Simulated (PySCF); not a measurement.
Hf(Cl)2(OSiH3) (Cl2H3HfOSi), SMILES [SiH3][O][Hf+]([Cl])[Cl], charge +1, multiplicity 1.

Coordinates come from a B3LYP-D3(BJ)/def2-SVP optimisation. The multiplicity is an assumed one; no other spin state was optimised. The isomer is the one that the SMILES or the coordinates give; other isomers of the formula were not compared. The def2 effective core potentials stand for the cores of Hf; spin–orbit coupling is left out. Other conformers were not sampled.

Method: M06-2X/def2-TZVP (PySCF).

| Quantity | Result |
|---|---|
| total energy | -1334.80359 hartree |
| point group | Cs |
| highest occupied level | -14.78 eV |
| lowest empty level | -7.76 eV |
| orbital gap | 7.02 eV |
| dipole moment about the centre of nuclear charge | 4.24 D |
| mean static polarisability | 82.8 bohr³ (12.27 Å³) |
| polarisability, principal values | 62.3, 91.3, 94.9 bohr³ |
